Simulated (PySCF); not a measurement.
From one molecule to another.

First species: C5H10O2S.
InChI=1S/C5H10O2S/c1-3-5(6)7-4-8-2/h3-4H2,1-2H3

Second species: C₄H₆F₄Si.
Numbering: `[F:1][C:2]([F:3])([F:4])[C@@:5]1([F:6])[CH2:7][C@@H:8]1[SiH3:9]` (hydrogens: H10, H11 on C7; H12 on C8; H13, H14, H15 on Si9)

Geometry (GFN2-xTB, Å), atoms numbered from 1 in this order:
```xyz
15
C4H6F4Si angstrom
F     -2.2325    1.3458    0.0060
C     -2.0539    0.0161    0.0363
F     -2.9199   -0.5060   -0.8420
F     -2.4411   -0.3946    1.2515
C     -0.6200   -0.3465   -0.2658
F     -0.4648   -1.7070   -0.2410
C      0.1729    0.4344   -1.2591
C      0.5069    0.5091    0.2089
Si     2.0613   -0.3397    0.8886
H      0.8264   -0.1364   -1.9013
H     -0.3048    1.2742   -1.7425
H      0.1968    1.4167    0.7130
H      1.7553   -0.7953    2.2420
H      2.4084   -1.4481    0.0045
H      3.1047    0.6854    0.8789
```

Levels: PBE0/pcSseg-1 for dipole moment, HOMO energy, LUMO energy and HOMO–LUMO gap; GFN2-xTB for rotational constant A and rotational constant C. Geometries: GFN2-xTB. Each species is one conformer at its optimised geometry, gas phase, non-relativistic unless stated; the electronic structure was computed with PySCF and density fitting.

Dipoles, sizes and rotational constants follow the conformer. The torsions of the flexible species, by atom-mapped SMILES:
- `[CH3:1][CH2:2][C:3](=[O:4])[O:5][CH2:6][S:7][CH3:8]`: C1–C2–C3–O4 88°, C2–C3–O5–C6 -179°, C3–O5–C6–S7 102°, O5–C6–S7–C8 65°
- `[F:1][C:2]([F:3])([F:4])[C@@:5]1([F:6])[CH2:7][C@@H:8]1[SiH3:9]`: F1–C2–C5–F6 -179°

Values for the first species:

- Dipole moment: 3.25 D
- HOMO energy: -6.73 eV
- LUMO energy: 0.07 eV
- HOMO–LUMO gap: 6.80 eV
- Rotational constant A: 3.676 GHz
- Rotational constant C: 0.745 GHz

Task: Estimate the same properties for the second species, and the change in each.

Result: 
```json
{"property": "dipole moment", "first": "3.25 D", "second": "2.55 D", "second less first": "-0.70 D"}
{"property": "HOMO energy", "first": "-6.73 eV", "second": "-8.84 eV", "second less first": "-2.11 eV"}
{"property": "LUMO energy", "first": "0.07 eV", "second": "0.52 eV", "second less first": "+0.45 eV"}
{"property": "HOMO–LUMO gap", "first": "6.80 eV", "second": "9.36 eV", "second less first": "+2.56 eV"}
{"property": "rotational constant A", "first": "3.676 GHz", "second": "2.539 GHz", "second less first": "-1.137 GHz"}
{"property": "rotational constant C", "first": "0.745 GHz", "second": "0.827 GHz", "second less first": "+0.082 GHz"}
```

On the first: The dipole matches unit charges of opposite sign 0.68 Å apart (1 e·Å = 4.8032 D).

On the second: The dipole equals about 8.5 × 10⁻³⁰ C·m (1 D = 3.33564 × 10⁻³⁰ C·m).
